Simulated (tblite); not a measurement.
Compound: C7H8N (doublet state).
Atom-mapped SMILES: `[CH:1]#[C:2][C@@H:3]1[CH:4]=[C:5][CH2:6][N:7]1[CH3:8]` (hydrogens: H9 on C1; H10 on C3; H11 on C4; H12, H13 on C6; H14, H15, H16 on C8)

A start from a force field or distance geometry was refined with GFN2-xTB geometry optimisation, gas phase in tblite 0.8.0. Values at the start:

```
 coordinate    start
      C1≡C2  1.213 Å
      C1–H9  1.072 Å
      C2–C3  1.438 Å
      C3–C4  1.511 Å
      C3–N7  1.450 Å
     C3–H10  1.100 Å
      C4=C5  1.333 Å
     C4–H11  1.077 Å
      C5–C6  1.492 Å
      C6–N7  1.452 Å
     C6–H12  1.110 Å
     C6–H13  1.104 Å
      N7–C8  1.441 Å
     C8–H14  1.123 Å
     C8–H15  1.089 Å
   C1–C2–C3   179.4°
   C2–C3–C4   107.1°
   C2–C3–N7   113.0°
   C3–N7–C6   100.7°
   C4–C3–N7    99.3°
   C4–C5–C6   106.2°
   C5–C6–N7   100.9°
   C6–N7–C8   106.5°
C2–C3–C4–C5    -145°
C2–C3–N7–C6     158°
C4–C5–C6–N7      30°
C5–C6–N7–C8    -166°
```

Question: How do these coordinates change at the GFN2-xTB level?

Answer: 
| coordinate | GFN2-xTB (Å or °) | change |
| --- | --- | --- |
| C4=C5 | 1.305 | -0.028 |
| C3–N7 | 1.473 | +0.023 |
| C1–H9 | 1.049 | -0.023 |
| C3–C4 | 1.532 | +0.021 |
| C8–H14 | 1.103 | -0.020 |
| C6–N7 | 1.469 | +0.017 |
| C6–H12 | 1.095 | -0.015 |
| C1≡C2 | 1.198 | -0.015 |
| C5–C6 | 1.478 | -0.014 |
| C2–C3 | 1.447 | +0.009 |
| C6–H13 | 1.099 | -0.005 |
| N7–C8 | 1.436 | -0.005 |
| C4–H11 | 1.072 | -0.005 |
| C3–H10 | 1.104 | +0.004 |
| C8–H15 | 1.091 | +0.002 |
| C6–N7–C8 | 116.0 | +9.5 |
| C3–N7–C6 | 109.7 | +9.0 |
| C4–C5–C6 | 115.0 | +8.8 |
| C2–C3–C4 | 113.4 | +6.3 |
| C4–C3–N7 | 104.0 | +4.7 |
| C2–C3–N7 | 110.8 | -2.2 |
| C5–C6–N7 | 102.9 | +2.0 |
| C1–C2–C3 | 178.1 | -1.3 |
| C2–C3–N7–C6 | 129 | -29 |
| C5–C6–N7–C8 | -138 | +28 |
| C4–C5–C6–N7 | 2 | -28 |
| C2–C3–C4–C5 | -126 | +19 |

The energy falls by 0.676 eV over 138 L-BFGS steps, the largest force on an atom goes from 2.36 to 0.009 eV/Å, and the atoms move by 0.636 Å rms after alignment. The bond that changes most is C4=C5 (ends: carbon bonded to 2 C and H; carbon bonded to 2 C), which shortens by 0.028 Å. Bonds longer at the end by more than 0.005 Å: 4 of 16; shorter: 9. Among the dihedrals that turn most is C6–N7–C8–H14, from -6° to 64°. Rotational constants go from 3525, 1993, 1360 to 3247, 1956, 1387 MHz.

Its GFN2-xTB frequencies are all real (lowest 49 cm⁻¹). 3 starts were optimised and ended at 0.00, 0.00 and 0.03 kcal/mol (GFN2-xTB); the lowest of these is shown.

The numbers are calculated, not measured.
